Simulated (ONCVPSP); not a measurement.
# Which change was made? (Fe, ONCV)

| Item | Value |
| --- | --- |
| Element | Fe |
| Generator | ONCVPSP 4.0.1 |
| Type | optimised norm-conserving Vanderbilt (ONCV) |
| Functional | PBE |
| Relativity | scalar-relativistic |
| Frozen core | [Ne] |
| Valence charge | 16 |
| Reference configuration | 3s2 3p6 3d6.5 4s1.5 |
| Partial waves | 3s+4s: rc 1.45 bohr, ncon 3, nbas 6, qcut 7.1 1/bohr, 2 projectors; 3p: rc 0.95 bohr, ncon 4, nbas 9, qcut 10.3 1/bohr, 3 projectors, debl 3 Ha; 3d: rc 1.65 bohr, ncon 4, nbas 9, qcut 7.4 1/bohr, 1 projector |
| Local potential | polynomial inside 0.80 bohr (lpopt 5, dvloc0 -1 Ha) |
| Core correction | polynomial model core, fcfact 0.7 |

Cutoffs, loose and tight: the cutoffs (Ha) at which the residual kinetic energy of the hardest occupied pseudo-wave falls to 1 and 0.1 mHa per electron. They do not see the model core or the augmentation charge, which bear on the density cutoff. Test errors are all-electron minus pseudo excitation energies from the reference, over the configurations 3s2 3p6 3d6 4s2; 3s2 3p6 3d6 4s1; 3s2 3p6 3d6 4s0; 3s2 3p6 3d5 4s2; variants that change the core or the reference have their own tests.

The base gives: outcome: generated; cutoff, loose: 31 Ha; cutoff, tight: 108 Ha; bound ghosts: none; GHOST(+) flags above zero: none; largest test error (meV): +155.

Q: After one change the result is: outcome: generated; cutoff, loose: 34 Ha; cutoff, tight: 41 Ha; bound ghosts: none; GHOST(+) flags above zero: none; largest test error (meV): +411. Which change was it?
A. all radii but the core radius scaled by about 1.20 (s 1.74, p 1.14, d 1.98 bohr); local potential polynomial inside 0.96 bohr (lpopt 5, dvloc0 -1 Ha)
B. all radii but the core radius scaled by about 1.31 (s 1.90, p 1.24, d 2.16 bohr); local potential polynomial inside 1.04 bohr (lpopt 5, dvloc0 -1 Ha)
C. all radii but the core radius scaled by about 0.77 (s 1.12, p 0.72, d 1.26 bohr); local potential polynomial inside 0.62 bohr (lpopt 5, dvloc0 -1 Ha)
D. all radii but the core radius scaled by about 1.08 (s 1.58, p 1.02, d 1.78 bohr); local potential polynomial inside 0.86 bohr (lpopt 5, dvloc0 -1 Ha)

A: B. The others give: all radii but the core radius scaled by about 1.20 (s 1.74, p 1.14, d 1.98 bohr); local potential polynomial inside 0.96 bohr (lpopt 5, dvloc0 -1 Ha) → outcome: generated; cutoff, loose: 33 Ha; cutoff, tight: 40 Ha; bound ghosts: none; GHOST(+) flags above zero: none; largest test error (meV): +310 | all radii but the core radius scaled by about 1.08 (s 1.58, p 1.02, d 1.78 bohr); local potential polynomial inside 0.86 bohr (lpopt 5, dvloc0 -1 Ha) → outcome: generated; cutoff, loose: 32 Ha; cutoff, tight: 62 Ha; bound ghosts: none; GHOST(+) flags above zero: none; largest test error (meV): +211 | all radii but the core radius scaled by about 0.77 (s 1.12, p 0.72, d 1.26 bohr); local potential polynomial inside 0.62 bohr (lpopt 5, dvloc0 -1 Ha) → outcome: generated; cutoff, loose: 191 Ha; cutoff, tight: 419 Ha; bound ghosts: p; GHOST(+) flags above zero: s, p; largest test error (meV): +44.
